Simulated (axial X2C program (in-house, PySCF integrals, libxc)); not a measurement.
**Spin–orbit effects down a group: molecules with S (ions), PBE0**

Computed with an axial X2C code built on PySCF integrals, spin-free (one-electron X2C) or two-component (2c: spin–orbit coupling with atomic mean-field Coulomb and Gaunt terms, which also bring small scalar terms), in Dyall basis sets with cores contracted in-house; open shells are unrestricted.

Basis sets: Al dyall-av3z, B dyall-av3z, Ga dyall-acv3z, In dyall-acv3z, S dyall-av3z.

```csv
molecule,spin-free state,Re (Å),ωe (cm⁻¹),De (eV),2c state,Re 2c (Å),ωe 2c (cm⁻¹),De 2c (eV)
BS⁻,"M_S = 0, Λ = 0",1.687,1000.4,6.04,Ω = 0,1.687,1000.3,6.04
AlS⁻,?,?,?,?,?,?,?,?
GaS⁻,"M_S = 0, Λ = 0",2.127,450.4,4.23,Ω = 0,2.127,450.1,n/a
InS⁻,"M_S = 0, Λ = 0",2.320,390.4,3.76,Ω = 0,2.320,390.2,n/a
```

(1) Estimate the 2c Re and ωe of AlS⁻ as the mean of its neighbours in the table.

Fragments in 2c: S- + B, S- + Al, Ga + S-, In + S-. Each entry is the lowest single determinant of a limited PBE0 search at one distance. De goes to single-determinant-based atoms at the same level (for ions the charge split of lowest energy) and is withheld (n/a) where an atom does not fit its ground term or J level. Main or longest-lived isotopes. Some light 2c atoms are not at their ground J level, so De misses part of their lowering (0.04 eV or less). The functionals have no current term, which raises determinants with orbital currents.

Results:

(1) Re ≈ 1.907 Å, ωe ≈ 725.2 cm⁻¹. The PBE0 runs give the row below, so the estimate misses by -0.194 Å and 152.6 cm⁻¹.

```tsv
molecule	spin-free state	Re (Å)	ωe (cm⁻¹)	De (eV)	2c state	Re 2c (Å)	ωe 2c (cm⁻¹)	De 2c (eV)
AlS⁻	M_S = 0, Λ = 0	2.101	572.7	4.66	Ω = 0	2.101	572.6	4.66
```
